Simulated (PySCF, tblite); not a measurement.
C₆H₁₀N₂OSi.
Geometry (GFN2-xTB, Å), atoms numbered from 1 in this order:
```xyz
20
C6H10N2OSi angstrom
C     -2.6189   -0.4720   -0.8163
C     -1.5127    0.2463   -0.6714
O     -1.1610    0.9711    0.4313
C     -1.9966    0.9198    1.5625
Si    -0.1230    0.4193   -1.9464
N      1.1584   -0.4178   -1.1586
C      2.1125   -0.0872   -0.4274
C      2.9324   -1.1357    0.2827
C      2.7023   -1.0241    1.7013
N      2.5069   -0.9261    2.8228
H     -2.7861   -1.0032   -1.7342
H     -3.3851   -0.5642   -0.0643
H     -1.5080    1.5225    2.3262
H     -2.9862    1.3346    1.3446
H     -2.1072   -0.1074    1.9236
H      0.0747    1.8427   -2.2417
H     -0.3538   -0.3779   -3.1457
H      2.4199    0.9458   -0.2289
H      3.9978   -0.9824    0.0874
H      2.6286   -2.1311   -0.0505
```

Level of theory: PBE0/pcSseg-1 in PySCF (dipole) on a GFN2-xTB geometry, gas phase.

Take the most abundant isotopes and a rigid rotor. The values belong to one conformer with, in the numbering `[CH2:1]=[C:2]([O:3][CH3:4])[SiH2:5]/[N:6]=[CH:7]/[CH2:8][C:9]#[N:10]`, C1–C2–O3–C4 3°, C1–C2–Si5–N6 -112°, C2–Si5–N6–C7 -94°, N6–C7–C8–C9 -112°.

Question: Give the principal moments of inertia and the rotational constants in MHz.

Answer: Ia = 340.12, Ib = 729.50, Ic = 974.09 u·Å²; 505379 MHz·u·Å²/I gives A = 1486, B = 692.8, C = 518.8 MHz.

Question: Classify the top.

Answer: An asymmetric top. Ray's parameter κ = (2B − A − C)/(A − C) = -0.640; −1 is the prolate and +1 the oblate limit.

Question: Is it planar, by Δ = Ic − Ia − Ib?

Answer: Not planar: Δ = Ic − Ia − Ib = -95.52 u·Å². For a rigid frame Δ = −2 Σ m c², so Σ m c² = 47.76 u·Å² lies off the ab plane: 14.82 from hydrogen and 32.94 from heavier atoms. The atom farthest from that plane is 1.78 Å away.

Question: List the rotational levels J(Ka,Kc) to J = 2 (K).

Answer: Above 0(0,0), as E/k:
J = 1: 1(0,1) 0.058, 1(1,1) 0.096, 1(1,0) 0.105
J = 2: 2(0,2) 0.173, 2(1,2) 0.204, 2(1,1) 0.229, 2(2,1) 0.343, 2(2,0) 0.345
The levels of one J sum to (2J + 1)J(J + 1)(A + B + C)/3.

Question: Predict some low-J microwave lines.

Answer: The dipole components are |μa| = 0.96 D, |μb| = 2.01 D, |μc| = 0.49 D. Intensities carry the squares of the components, which stand as 0.23 : 1.00 : 0.06 (a : b : c). Some lines, for components of 0.1 D or more:

| type | branch | J(Ka,Kc) | MHz | lower level (cm⁻¹) |
| --- | --- | --- | --- | --- |
| c | Q | 2(1,2) ← 2(0,2) | 645 | 0.120 |
| a | Q | 3(1,2) ← 3(1,3) | 1041 | 0.254 |
| b | Q | 2(1,1) ← 2(0,2) | 1167 | 0.120 |
| b | R | 3(1,2) ← 2(2,1) | 1499 | 0.239 |
| b | Q | 3(1,2) ← 3(0,3) | 1509 | 0.238 |
| a | R | 2(0,2) ← 1(0,1) | 2398 | 0.040 |
| b | Q | 2(2,1) ← 2(1,2) | 2901 | 0.142 |
| b | Q | 3(2,2) ← 3(1,3) | 3177 | 0.254 |
| a | R | 3(2,1) ← 2(2,0) | 3734 | 0.240 |
| b | Q | 3(3,0) ← 3(2,1) | 4293 | 0.364 |
| c | R | 3(1,2) ← 2(0,2) | 5045 | 0.120 |
| c | R | 3(2,1) ← 2(1,1) | 6139 | 0.159 |
| c | R | 3(2,2) ← 2(1,2) | 6536 | 0.142 |
| b | R | 3(2,1) ← 2(1,2) | 6661 | 0.142 |
| c | R | 3(3,1) ← 2(2,1) | 8050 | 0.239 |

Its lowest GFN2-xTB frequency is 13 cm⁻¹, too small to tell a flat minimum from a shallow saddle. Constants of a rigid frame at the computed geometry: no zero-point averaging, no centrifugal distortion. A rigid rotor knows nothing of internal rotation, which can split or shift real lines. Quadrupole hyperfine structure (14N) is left out.

Hardware: one thread of an Arm Neoverse V2 (shared host). Cost: 50 s wall (with the writing of density and orbital grids), 1.1 GiB resident at most. This is the PBE0/pcSseg-1 job that gave the dipole, with the shieldings it also computed.
